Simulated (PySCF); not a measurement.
# Ionisation energy of Lu⁵⁹⁺ by level of theory

Lu⁵⁹⁺ [Ne] 3s2 → Lu⁶⁰⁺ [Ne] 3s1 [3s1/2^1, M_J = 1/2], as a difference of total energies. Calculation: PySCF 2.14, in an even-tempered Gaussian basis (18 s from 18 bohr⁻², ratio 2.4; 14 p from 24 bohr⁻², ratio 2.4; 4 d from 77 bohr⁻², ratio 2.6; 4 f from 110 bohr⁻², ratio 2.6); the two-component X2C-1e Hamiltonian. Correlated levels: 1s2 frozen; the 54 highest virtual spinors dropped. "Screened" scales the spin-orbit matrix elements by Boettger's factors to mimic the two-electron term; Breit and QED terms are absent.

```csv
method,ionisation energy (eV)
GHF (spin-free),6331.3
GMP2 (spin-free),6334.7
GHF (screened spin-orbit),6330.8
GMP2 (screened spin-orbit),6334.6
```

Question: How much does correlation contribute at GMP2 (screened spin-orbit)?

Answer: 6334.6 − (6330.8) = 3.8 eV, measured against GHF (screened spin-orbit).

Breit and QED terms and the two-electron picture change are absent.

For comparison: 6326 ± 7 eV (theoretical estimate listed by NIST; NIST Atomic Spectra Database, ionization energies).
